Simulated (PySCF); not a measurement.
# Finite-field polarisability of O (oxygen, neutral)

[He] 2s2 2p4, high-spin 3P determinant. Calculation: PySCF 2.14, in aug-cc-pVTZ-DK; the spin-free X2C one-electron Hamiltonian (Gaussian nucleus). Frozen: 1s2. Energy changes in a uniform field (μhartree):

```json
{"axis": "x", "F (au)": "0.0067", "HF": "-98.936", "MP2": "-104.748", "CCSD": "-104.682", "CCSD(T)": "-105.635"}
{"axis": "x", "F (au)": "0.0134", "HF": "-395.840", "MP2": "-419.120", "CCSD": "-418.858", "CCSD(T)": "-422.675"}
{"axis": "y", "F (au)": "0.0063", "HF": "-99.077", "MP2": "-108.607", "CCSD": "-109.828", "CCSD(T)": "-111.507"}
{"axis": "y", "F (au)": "0.0126", "HF": "-396.664", "MP2": "-434.879", "CCSD": "-439.787", "CCSD(T)": "-446.529"}
```

By symmetry the remaining axis equals x.

Task: Derive α along x at CCSD(T) from the two fields.

Result: With ΔE = −αF²/2 − γF⁴/24, α = −(16 ΔE(F) − ΔE(2F))/(6F²) = 4.706 bohr³.

Task: And the mean polarisability at each level?

Result: The components xx, yy, zz at CCSD(T) are 4.706, 5.617, 4.706, the third axis being equal by symmetry to one of the two computed. Means: HF 4.602, MP2 4.935, CCSD 4.953, CCSD(T) 5.010 bohr³. Reference: 5.3 ± 0.2 bohr³ (recommended; Schwerdtfeger and Nagle, table of static dipole polarizabilities (2023 update)).
